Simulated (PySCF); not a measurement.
Record of a relaxation.

Species: C5H6F2Se.
Numbering: `[CH2:1]=[C:2]([F:3])/[C:4]([F:5])=[CH:6]/[Se:7][CH3:8]` (hydrogens: H9, H10 on C1; H11 on C6; H12, H13, H14 on C8)

Method: PySCF, PBE0-D3(BJ)/def2-SVP geometry optimisation, gas phase; density fitting, grid level 2; the optimiser is geomeTRIC in internal coordinates, started from a GFN2-xTB structure. The frame can shift and turn from step to step; on so coarse a grid that alone can change the energy by a few meV, and forces under 0.02 eV/Å are noise.

Step 0: E = -76029.8567 eV, largest atomic force 0.824 eV/Å
```
atom  x, y, z in Å  |  force x, y, z in eV/Å
C1     -2.775    0.260    1.014    0.163  -0.004  -0.052
C2     -1.747    0.877    0.441   -0.130   0.760  -0.291
F3     -1.902    2.126   -0.054    0.222  -0.606   0.191
C4     -0.407    0.348    0.273    0.131  -0.553   0.207
F5     -0.261   -0.906    0.769   -0.131   0.614  -0.219
C6      0.610    1.002   -0.304    0.266  -0.464   0.111
Se7     2.384    0.493   -0.608    0.146  -0.066  -0.007
C8      2.494   -1.311    0.131   -0.279   0.483  -0.130
H9     -3.733    0.739    1.089   -0.521   0.357   0.001
H10    -2.664   -0.731    1.410    0.158  -0.558   0.197
H11     0.412    1.999   -0.673   -0.146   0.356  -0.109
H12     3.517   -1.643   -0.026    0.382  -0.025  -0.100
H13     1.805   -1.964   -0.396   -0.201  -0.251  -0.135
H14     2.266   -1.288    1.192   -0.061  -0.042   0.336
```

Step 1: E = -76029.8841 eV, largest atomic force 0.258 eV/Å
```
atom  x, y, z in Å  |  force x, y, z in eV/Å
C1     -2.782    0.304    0.971   -0.091   0.012   0.047
C2     -1.749    0.879    0.354    0.127  -0.196  -0.110
F3     -1.892    2.005   -0.343   -0.059   0.170   0.059
C4     -0.385    0.359    0.321   -0.041   0.168   0.114
F5     -0.239   -0.765    1.030    0.042  -0.165  -0.064
C6      0.632    0.955   -0.317   -0.008   0.133  -0.072
Se7     2.425    0.481   -0.540   -0.024   0.001   0.059
C8      2.472   -1.314    0.191    0.085  -0.064   0.005
H9     -3.767    0.774    0.957    0.017  -0.036  -0.057
H10    -2.641   -0.643    1.490    0.019   0.073   0.058
H11     0.396    1.907   -0.802   -0.020  -0.112  -0.041
H12     3.505   -1.658    0.030   -0.061  -0.006   0.012
H13     1.777   -1.968   -0.350    0.012   0.005   0.003
H14     2.243   -1.316    1.262    0.002   0.017  -0.013
```

Step 2: E = -76029.8863 eV, largest atomic force 0.235 eV/Å
```
atom  x, y, z in Å  |  force x, y, z in eV/Å
C1     -2.766    0.292    0.976    0.042  -0.088   0.043
C2     -1.735    0.875    0.360   -0.074  -0.051   0.127
F3     -1.898    2.050   -0.250    0.122   0.008  -0.111
C4     -0.373    0.356    0.285   -0.129   0.161  -0.114
F5     -0.208   -0.818    0.907   -0.135   0.060   0.055
C6      0.631    0.974   -0.355    0.041  -0.103   0.028
Se7     2.420    0.472   -0.552    0.056   0.032  -0.055
C8      2.452   -1.309    0.218    0.029  -0.044  -0.008
H9     -3.749    0.762    0.965    0.014   0.017   0.026
H10    -2.620   -0.652    1.498   -0.018  -0.037  -0.037
H11     0.391    1.917   -0.849    0.014   0.013   0.055
H12     3.480   -1.668    0.072    0.008   0.021  -0.010
H13     1.754   -1.969   -0.310    0.020   0.009   0.012
H14     2.217   -1.282    1.288    0.009   0.003  -0.011
```

Step 3: E = -76029.8931 eV, largest atomic force 0.104 eV/Å
```
atom  x, y, z in Å  |  force x, y, z in eV/Å
C1     -2.783    0.305    0.975    0.021  -0.012   0.005
C2     -1.748    0.882    0.361   -0.014  -0.001   0.080
F3     -1.890    2.058   -0.256    0.022  -0.017  -0.067
C4     -0.391    0.352    0.292   -0.044   0.057  -0.075
F5     -0.253   -0.821    0.921    0.019   0.009   0.033
C6      0.625    0.956   -0.343    0.003  -0.078   0.022
Se7     2.418    0.471   -0.552   -0.002   0.007  -0.026
C8      2.482   -1.313    0.211   -0.019  -0.009  -0.005
H9     -3.764    0.780    0.961    0.005   0.016   0.027
H10    -2.643   -0.639    1.498   -0.012  -0.027  -0.042
H11     0.386    1.900   -0.838    0.017   0.034   0.041
H12     3.514   -1.656    0.055    0.005   0.015  -0.004
H13     1.789   -1.982   -0.314    0.003   0.001   0.003
H14     2.256   -1.293    1.283   -0.003   0.004   0.007
```

Step 4: E = -76029.8937 eV, largest atomic force 0.109 eV/Å
```
atom  x, y, z in Å  |  force x, y, z in eV/Å
C1     -2.777    0.299    0.978   -0.035   0.061  -0.015
C2     -1.747    0.882    0.361    0.058  -0.078  -0.050
F3     -1.887    2.041   -0.286   -0.062   0.026   0.068
C4     -0.389    0.356    0.295    0.012   0.050   0.011
F5     -0.242   -0.804    0.947   -0.009  -0.048  -0.014
C6      0.626    0.959   -0.341    0.006   0.011   0.005
Se7     2.416    0.470   -0.560    0.002   0.007   0.000
C8      2.471   -1.312    0.207    0.025  -0.015   0.009
H9     -3.757    0.776    0.980   -0.006  -0.016  -0.020
H10    -2.636   -0.657    1.478    0.015   0.025   0.026
H11     0.393    1.913   -0.818   -0.005  -0.024  -0.013
H12     3.502   -1.656    0.048   -0.007  -0.002   0.002
H13     1.775   -1.979   -0.315    0.003   0.000  -0.002
H14     2.248   -1.288    1.279    0.003   0.003  -0.008
```

Step 5: E = -76029.8945 eV, largest atomic force 0.061 eV/Å
```
atom  x, y, z in Å  |  force x, y, z in eV/Å
C1     -2.784    0.305    0.977    0.005  -0.021   0.021
C2     -1.749    0.881    0.362   -0.027  -0.034  -0.042
F3     -1.895    2.042   -0.280    0.031   0.042   0.026
C4     -0.392    0.353    0.296    0.002   0.038   0.016
F5     -0.247   -0.809    0.946   -0.007  -0.030  -0.022
C6      0.625    0.954   -0.339   -0.003   0.013   0.005
Se7     2.416    0.469   -0.561   -0.008   0.001   0.003
C8      2.481   -1.313    0.205    0.008  -0.004   0.007
H9     -3.762    0.786    0.976    0.002  -0.009  -0.023
H10    -2.649   -0.651    1.479    0.007   0.014   0.030
H11     0.392    1.909   -0.815   -0.005  -0.010  -0.017
H12     3.513   -1.653    0.044   -0.004  -0.001   0.002
H13     1.787   -1.983   -0.315    0.001  -0.001  -0.003
H14     2.260   -1.290    1.278    0.000   0.002  -0.003
```

Step 6: E = -76029.8954 eV, largest atomic force under 0.02 eV/Å
```
atom  x, y, z in Å  |  force x, y, z in eV/Å
C1     -2.783    0.303    0.978    0.001   0.009   0.000
C2     -1.749    0.882    0.363    0.003  -0.012  -0.010
F3     -1.892    2.053   -0.263    0.003   0.003   0.014
C4     -0.394    0.351    0.290   -0.007   0.008   0.003
F5     -0.252   -0.818    0.926    0.003  -0.005  -0.013
C6      0.623    0.955   -0.344    0.004  -0.011   0.013
Se7     2.414    0.467   -0.565   -0.002  -0.001  -0.009
C8      2.482   -1.312    0.208   -0.005   0.003   0.002
H9     -3.760    0.785    0.980   -0.006  -0.006  -0.003
H10    -2.646   -0.654    1.480    0.003   0.004   0.006
H11     0.390    1.909   -0.820    0.001   0.004  -0.002
H12     3.514   -1.653    0.048    0.004   0.003  -0.001
H13     1.787   -1.985   -0.308    0.001   0.001  -0.001
H14     2.262   -1.284    1.281   -0.002   0.000   0.002
```

Step 7: E = -76029.8955 eV, largest atomic force under 0.02 eV/Å
```
atom  x, y, z in Å  |  force x, y, z in eV/Å
C1     -2.783    0.303    0.980    0.001   0.001   0.001
C2     -1.750    0.882    0.366   -0.002   0.001   0.002
F3     -1.888    2.060   -0.249   -0.004  -0.004   0.004
C4     -0.396    0.347    0.285    0.008  -0.011  -0.006
F5     -0.256   -0.829    0.908   -0.007   0.002  -0.001
C6      0.621    0.952   -0.346    0.004   0.011   0.003
Se7     2.411    0.465   -0.574   -0.008  -0.006  -0.010
C8      2.484   -1.309    0.209    0.001   0.002   0.002
H9     -3.760    0.786    0.988    0.002   0.002  -0.002
H10    -2.648   -0.657    1.476    0.001  -0.004   0.001
H11     0.389    1.910   -0.817    0.003   0.006   0.006
H12     3.516   -1.649    0.047    0.002   0.000   0.002
H13     1.788   -1.986   -0.301    0.002   0.001  -0.001
H14     2.267   -1.275    1.282   -0.001  -0.001   0.000
```

**Question.** Summarise the path.

**Answer.** The energy falls by 0.0388 eV from step 0 to step 7; nine tenths of that is first reached at step 3. It falls at every step. The largest force goes from 0.824 to under 0.02 eV/Å. Among the bonds C2–F3 changes most (a near tie, within 0.001 Å, with another), from 1.353 to 1.335 Å; the atoms move by 0.048 Å rms after alignment.

The cost below is that of the whole optimisation. Time: 1.7 min of wall time; peak memory 0.77 GiB. Hardware: an Arm Neoverse V1 with one thread, on a shared host.
